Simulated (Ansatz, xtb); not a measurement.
## Relative energy of two isomers of C2H8SSeSi

We compare a, `CS[Si@H](C)[SeH]`, a singlet, with b, `CC[Se][SiH2]S`, a singlet. Both are isolated molecules in the gas phase, relaxed with B3LYP-D3(BJ)/def2-SVP, each in the lowest conformer that the search found.

a (Å):

```xyz
13

C    -0.7432    1.9339   -1.6868
C     0.6727    0.8396    1.5466
S    -1.2412    2.9574   -0.2434
Se   -2.3906   -0.3414    0.9732
Si   -1.0677    1.5175    1.3424
H    -1.3141    0.9947   -1.7081
H    -0.9750    2.5208   -2.5855
H     0.3341    1.7169   -1.6683
H    -1.5146    2.2677    2.5473
H     0.9958    0.3072    0.6386
H     1.3754    1.6668    1.7330
H     0.7217    0.1372    2.3940
H    -3.6121    0.4663    0.7941
```

b (Å):

```xyz
13

C     0.5870   -2.1867   -2.2562
C    -0.6826   -1.4563   -1.8511
S    -0.7271   -1.6741    1.8997
Se   -0.3752    0.3821   -1.1464
Si    0.4996   -0.2147    0.8769
H     0.3364   -3.1729   -2.6831
H     1.1559   -1.6204   -3.0090
H     1.2475   -2.3576   -1.3923
H    -1.2397   -2.0005   -1.0756
H    -1.3539   -1.2970   -2.7073
H     0.6343    1.0630    1.6291
H     1.8212   -0.8947    0.7937
H    -1.8564   -0.9295    1.8399
```

Task: Which of the two would you expect CCSD(T)/def2-SVP + ΔMP2/def2-TZVPP electronic energies to favour?

Result: Structure a; the calculation gives E(b) − E(a) = +8.2 kcal/mol.

The same difference at several levels:

```json
{"level": "GFN2-xTB", "geometry": "GFN2-xTB", "E(b) − E(a) (kcal/mol)": "−8.0", "departure from the last row (kcal/mol)": "−16.3", "job, with rough time for the two": "optimisation, 0.4 s"}
{"level": "HF/STO-3G", "geometry": "GFN2-xTB", "E(b) − E(a) (kcal/mol)": "+10.7", "departure from the last row (kcal/mol)": "+2.5", "job, with rough time for the two": "single point, 0.46 s"}
{"level": "r2SCAN-D4/def2-SVP", "geometry": "GFN2-xTB", "E(b) − E(a) (kcal/mol)": "+8.3", "departure from the last row (kcal/mol)": "+0.1", "job, with rough time for the two": "single point, 4.3 s"}
{"level": "B3LYP-D3(BJ)/def2-SVP", "geometry": "B3LYP-D3(BJ)/def2-SVP", "E(b) − E(a) (kcal/mol)": "+7.4", "departure from the last row (kcal/mol)": "−0.9", "job, with rough time for the two": "optimisation, 75 s"}
{"level": "HF/def2-SVP", "geometry": "B3LYP-D3(BJ)/def2-SVP", "E(b) − E(a) (kcal/mol)": "+7.4", "departure from the last row (kcal/mol)": "−0.8", "job, with rough time for the two": "part of the CCSD(T) run"}
{"level": "MP2/def2-SVP", "geometry": "B3LYP-D3(BJ)/def2-SVP", "E(b) − E(a) (kcal/mol)": "+7.0", "departure from the last row (kcal/mol)": "−1.2", "job, with rough time for the two": "part of the CCSD(T) run"}
{"level": "CCSD(T)/def2-SVP", "geometry": "B3LYP-D3(BJ)/def2-SVP", "E(b) − E(a) (kcal/mol)": "+6.5", "departure from the last row (kcal/mol)": "−1.7", "job, with rough time for the two": "single point"}
{"level": "CCSD(T)/def2-SVP + ΔMP2/def2-TZVPP", "geometry": "B3LYP-D3(BJ)/def2-SVP", "E(b) − E(a) (kcal/mol)": "+8.2", "departure from the last row (kcal/mol)": "", "job, with rough time for the two": "single point, 62 s"}
```

As drawn, b has 1 C–C, 1 C–Se, 1 Si–H, 1 S–H in place of 1 C–S, 1 C–Si, 1 C–H, 1 Se–H.

GFN2-xTB puts the two in the other order. The largest departure from CCSD(T)/def2-SVP + ΔMP2/def2-TZVPP is that of GFN2-xTB, 16.3 kcal/mol. The last row adds to CCSD(T) the change of the MP2 difference between the two basis sets, here +1.7 kcal/mol.

With thermal terms from frequencies at re-optimised GFN2-xTB minima (ideal gas, soft modes damped towards free rotors, one conformer each, 298.15 K, 1 atm): on the last row, ΔE + ΔZPE = +8.2, ΔH = +7.8, ΔG = +9.0 kcal/mol.

The correlated steps freeze 21 core orbitals; the filled d shell of Se is correlated, in a basis made for valence electrons. Mirror images aren't counted in ΔG. Programs: Ansatz 0.2.0, xtb 6.7.1; the last row on 4 threads of Arm Neoverse V1 on a shared host.
